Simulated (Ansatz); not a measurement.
**How methods differ on C6H12O3 (propylene glycol methyl ether acetate (PGMEA))**

The species is C6H12O3 (21 atoms), meant as a singlet with charge 0. As SMILES, `COCC(C)OC(C)=O`. Geometry: optimised at r2SCAN/def2-SVP. This is one conformer, not always the lowest.

```xyz
21

C    -1.7224   -2.4798    1.8361
O    -1.2826   -1.8717    0.6516
C    -0.5529   -0.6965    0.8797
C    -0.1275   -0.1368   -0.4674
C     0.7709   -1.0726   -1.2497
O     0.5661    1.0910   -0.1503
C     0.5965    2.0412   -1.1118
C     1.3724    3.2410   -0.6426
O     0.0725    1.9187   -2.1925
H    -2.3910   -1.8133    2.4182
H    -2.2807   -3.3856    1.5605
H    -0.8746   -2.7686    2.4905
H    -1.1621    0.0617    1.4166
H     0.3481   -0.8941    1.5021
H    -1.0213    0.1119   -1.0634
H     1.7034   -1.2625   -0.6940
H     1.0145   -0.6415   -2.2310
H     0.2516   -2.0300   -1.4003
H     0.9815    3.5937    0.3230
H     1.3137    4.0359   -1.3948
H     2.4238    2.9578   -0.4803
```

Each level gives the dissociation energy of the O6–C4 bond into doublet C2H3O2 and doublet C4H9O (shapes relaxed at r2SCAN/def2-SVP, no zero-point term) (eV). The values are calculated.

| level | kind | program | value (eV) | CPU time (all runs) |
| --- | --- | --- | --- | --- |
| HF/def2-SVP | Hartree–Fock | Ansatz | 3.16 | 18 s |
| BLYP/def2-SVP | GGA | Ansatz | 3.41 | 18 s |
| PBE/def2-SVP | GGA | Ansatz | 3.65 | 18 s |
| r2SCAN/def2-SVP | meta-GGA | Ansatz | 3.68 | 28 s |
| PBE0-D4/def2-SVP | global hybrid | Ansatz | 4.05 | 24 s |
| CAM-B3LYP/def2-SVP | range-separated hybrid | Ansatz | 4.09 | 28 s |
| wB97M-V/def2-SVP | range-separated hybrid | Ansatz | 4.40 | 78 s |
| RPA@PBE/def2-SVP | RPA | Ansatz | 3.78 | 32 s |

The values span 3.16 to 4.40 eV. Spin contamination of the reference (⟨S²⟩ at least 0.1 too high) touches HF/def2-SVP. Hartree–Fock misses the correlation of the electron pair that is broken and comes out low. Measured bond enthalpies also hold zero-point and thermal terms, a few tenths of an eV less. CPU times are rough (shared hosts, several kinds of processor): they show what a rung costs within a factor of a few.
